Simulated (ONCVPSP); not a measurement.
## nitrogen: one change to an ONCV potential, before and after

| Quantity | Value |
| --- | --- |
| Element | nitrogen (N) |
| Generator | ONCVPSP 4.0.1 |
| Type | optimised norm-conserving Vanderbilt (ONCV) |
| Functional | PBE |
| Relativity | scalar-relativistic |
| Frozen core | [He] |
| Valence charge | 5 |
| Reference configuration | 2s2 2p1.5 (charge +1.5) |
| Partial waves | 2s: rc 0.95 bohr, ncon 3, nbas 6, qcut 5.4 1/bohr, 2 projectors, debl 3.8 Ha; 2p: rc 1.65 bohr, ncon 5, nbas 8, qcut 8 1/bohr, 3 projectors, debl 2 Ha; d scattering state at 0.06 Ha: rc 1.45 bohr, ncon 5, nbas 8, qcut 7 1/bohr, 1 projector |
| Local potential | polynomial inside 0.70 bohr (lpopt 5, dvloc0 1 Ha) |
| Core correction | Teter function, fcfact 5.5, rcfact 1 |

All-electron outer shells of the reference configuration (PBE, scalar-relativistic, ld1.x):

| shell | level (eV) | outermost node (bohr) | outermost maximum (bohr) |
| --- | --- | --- | --- |
| 1s | -412.15 | – | 0.15 |
| 2s | -40.50 | 0.32 | 0.97 |
| 2p | -28.73 | – | 0.89 |

Change: s: qcut 6.2; p: qcut 9.1; d: qcut 8.

Cutoffs: the cutoffs (Ha) at which the residual kinetic energy of the hardest occupied pseudo-wave falls to 1 and 0.1 mHa per electron; they do not see the model core or the augmentation charge, which bear on the density cutoff. Errors are all-electron minus pseudo energies relative to the spin-unpolarised reference configuration.

How do hardness, ghosts and transferability respond?

The potential gets softer (86 Ha and 144 Ha → 68 Ha and 108 Ha); of the 4 tests that both files solve, the error grows in 0 and shrinks in 2 by more than 15 % and 0.3 meV (median size 37.0 → 31.5 meV); neither file shows a bound ghost.

| quantity | base | changed |
| --- | --- | --- |
| cutoff, loose | 86 Ha | 68 Ha |
| cutoff, tight | 144 Ha | 108 Ha |
| loose cutoff by channel | s 86 Ha, p 25 Ha | s 68 Ha, p 28 Ha |
| bound ghosts | none | none |
| GHOST(+) flags under 300 eV | none | none |
| error for 2s2 2p3, meV [ΔE -25.91 eV] | +74 | +62 |
| error for 2s2 2p2, meV [ΔE -12.32 eV] | +16 | +14 |
| error for 2s2 2p1, meV [ΔE 16.53 eV] | +27 | +23 |
| error for 2s2 2p2.5, meV [ΔE -20.82 eV] | +47 | +39 |
| s: phases at 0.96 bohr within 0.05 rad from the reference energy up to (Ha; the scan ends near 5) | to the end of the scan | to the end of the scan |
| p: phases at 1.68 bohr within 0.05 rad from the reference energy up to (Ha; the scan ends near 5) | to the end of the scan | to the end of the scan |
| d: phases at 1.47 bohr within 0.05 rad from the reference energy up to (Ha; the scan ends near 5) | to the end of the scan | to the end of the scan |
| rms error of d²Exc/dni dnj with the model core, mHa | 5.03 | 5.06 |
